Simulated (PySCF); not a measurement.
**Working out the ionisation energy of O⁺**

O⁺ [He] 2s2 2p3 (4S) → O²⁺ [He] 2s2 2p2 (3P). Calculation: PySCF 2.14, in cc-pVDZ; no relativity, point nucleus. Frozen: 1s2. Energies in hartree (1 hartree = 27.21139 eV):

```csv
part,O⁺ (lower),O²⁺ (upper)
UHF,-74.352468,-73.081026
CCSD correlation,-0.084784,-0.077832
(T),-0.000526,-0.000601
```

Task: What does Hartree-Fock give?

Result: (-73.081026) − (-74.352468) = 1.271442 hartree = 34.598 eV.

Task: What do CCSD and CCSD(T) give?

Result: The CCSD correlation energies differ by 0.006952 hartree = 0.189 eV and the triples by -0.000075 hartree = -0.002 eV, so CCSD gives 34.787 eV and CCSD(T) 34.785 eV.

Reference: 35.121 eV (measured; NIST Atomic Spectra Database, ionization energies), between the lowest levels; spin-orbit coupling is absent from the calculation.

A double-zeta basis recovers only part of the correlation energy.

What remains against the reference includes basis incompleteness, the frozen core and higher excitations.
